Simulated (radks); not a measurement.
Results of a calculation; reference values are marked as such.
Q: Radial electron density D(r) = 4 pi r^2 rho(r) of an atom or ion with 17 electrons. Level of theory: non-relativistic Kohn-Sham, exchange-only r2SCAN, spin-polarised, spherical densities, point nucleus; meta-GGA in the generalised Kohn-Sham scheme (a radial shooting solver on a logarithmic mesh with Libxc functionals).

```
   r/bohr * D(r) (the largest magnitude, 21, reaches the edge; | marks zero)
 0.008237 |     *
 0.009287 |       *
  0.01047 |         *
  0.01181 |           *
  0.01331 |             *
  0.01501 |                *
  0.01692 |                   *
  0.01908 |                      *
  0.02151 |                          *
  0.02426 |                              *
  0.02735 |                                  *
  0.03083 |                                       *
  0.03477 |                                           *
   0.0392 |                                               *
   0.0442 |                                                  *
  0.04983 |                                                    *
  0.05618 |                                                      *
  0.06335 |                                                     *
  0.07142 |                                                    *
  0.08053 |                                                 *
   0.0908 |                                              *
   0.1024 |                                          *
   0.1154 |                                       *
   0.1312 |                                     *
   0.1479 |                                     *
   0.1668 |                                       *
    0.188 |                                          *
    0.212 |                                              *
    0.239 |                                                   *
   0.2695 |                                                      *
   0.3039 |                                                      *
   0.3426 |                                                   *
   0.3863 |                                              *
   0.4356 |                                      *
   0.4911 |                              *
   0.5537 |                     *
   0.6243 |               *
   0.7039 |           *
   0.7936 |          *
   0.8948 |           *
    1.009 |            *
    1.138 |             *
    1.283 |             *
    1.446 |            *
     1.63 |          *
    1.838 |       *
    2.073 |     *
    2.337 |   *
    2.635 | *
    2.971 |*
     3.35 *
    3.777 *
    4.258 *
    4.801 *
    5.413 *
```

What is the nuclear charge?

A: Z = 18. The innermost maximum, from 1s, lies near 1/Z = 0.0556 bohr (found: 0.0589), and its height grows with Z. The density is that of the argon ion Ar+ in [Ne] 3s2 3p5; the configuration itself is not fixed sharply by these data, and Z only to about a unit. D(r) has 3 maxima, at r = 0.0589, 0.292, 1.20 bohr, and minima at 0.141, 0.800 bohr, inside which lie 2.16, 10.34 electrons.
